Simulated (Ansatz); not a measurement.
Level of theory: frozen-core CCSD(T)/cc-pVTZ // B3LYP-D3(BJ)/def2-TZVP (Ansatz, a program for electronic structure).

Ansatz 0.2 input:
```yaml
crystal:
  periodic: [false, false, false]
  atoms:
    - { symbol: C, position_ang: [1.922492, -0.25046, -0.285174] }
    - { symbol: C, position_ang: [0.729619, -0.095533, -0.224253] }
    - { symbol: B, position_ang: [-0.732056, 0.09508, -0.149857] }
    - { symbol: N, position_ang: [-1.957055, 0.255144, -0.087649] }
    - { symbol: H, position_ang: [2.975937, -0.386836, -0.339039] }
    - { symbol: H, position_ang: [-2.93894, 0.382604, -0.037354] }
basis:
  gaussian: { orbitals: cc-pVTZ }
correlation:
  method: ccsd_t
```

Output:

```
Functional definition: HF
870 factors; integrals over basis functions are off by at most 1.2e-3 eV
mean field evaluation 1: about -4242.4068 eV, gradient 4.1e1 eV
mean field evaluation 2: about -4242.4125 eV, gradient 4.1e1 eV
mean field evaluation 4: about -4246.0920 eV, gradient 4.3e0 eV
mean field evaluation 8: about -4246.1519 eV, gradient 1.3e-1 eV
mean field evaluation 16: about -4246.1412 eV, gradient 1.4e0 eV
mean field -4246.15194870 eV, -156.0432059696 hartree, gradient 4.3e-6 eV, S^2 0.000000; 0 other end points of the search recorded, 0 dependent functions left out
4 core orbitals not correlated
reference -4246.15194870 eV, -156.0432059696 hartree; 9, 9 occupied and 135, 135 virtual orbitals, 870 factors
second order -16.10357785 eV of doubles, -0.00000000 eV of singles
cycle   1  -15.78599733 eV  change    3.2e-1 eV  update   1.1e-1
cycle   2  -16.25696169 eV  change   -4.7e-1 eV  update   3.7e-2
cycle   3  -16.38339639 eV  change   -1.3e-1 eV  update   1.9e-2
cycle   4  -16.38373659 eV  change   -3.4e-4 eV  update   6.0e-3
cycle   5  -16.38430279 eV  change   -5.7e-4 eV  update   2.5e-3
cycle   6  -16.38603468 eV  change   -1.7e-3 eV  update   6.6e-4
cycle   7  -16.38595672 eV  change    7.8e-5 eV  update   2.5e-4
cycle   8  -16.38593041 eV  change    2.6e-5 eV  update   7.4e-5
cycle   9  -16.38593612 eV  change   -5.7e-6 eV  update   2.8e-5
cycle  10  -16.38592551 eV  change    1.1e-5 eV  update   1.0e-5
perturbative correction -0.88974654 eV, -0.0326975821 hartree
Total energy: -4263.42762075 eV, -156.6780752074 hartree
```

Cost: about 25 core-seconds (a rough figure).
